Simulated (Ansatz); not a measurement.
C$_{2}$F$_{3}$Si (`[C]#C[Si](F)(F)F`) radical, relaxed with UKS PBE-D4/def2-SVP in the Gaussian-basis code of Ansatz from a rough embedded geometry. The force threshold is 0.03 eV/Å; the program also tests the step.

The species carries charge 0 and has multiplicity 2.

Start:

```xyz
6

C     0.211    2.561    1.249
C     0.058    1.134    0.561
Si   -0.082   -0.551   -0.251
F    -0.974   -1.514    0.528
F     1.404   -1.234   -0.314
F    -0.617   -0.396   -1.773
```

```
step  energy (eV)  largest force (eV/Å)  largest move (Å)
   1  -18075.2131                 7.802             0.000
   2  -18076.8213                 5.106             0.196
   3  -18076.8341                13.480             0.198
   4  -18077.3782                 1.565             0.174
   5  -18077.4819                 0.277             0.101
   6  -18077.4886                 0.089             0.035
   7  -18077.4900                 0.183             0.025
   8  -18077.4908                 0.004             0.023
```

End:

```xyz
6

C     0.160    2.252    1.110
C     0.078    1.150    0.563
Si   -0.033   -0.470   -0.232
F    -1.016   -1.441    0.596
F     1.418   -1.165   -0.307
F    -0.605   -0.326   -1.731
```

It took 21 s on 4 threads of a server CPU on a shared host, with 0.21 GiB of host memory at the peak.
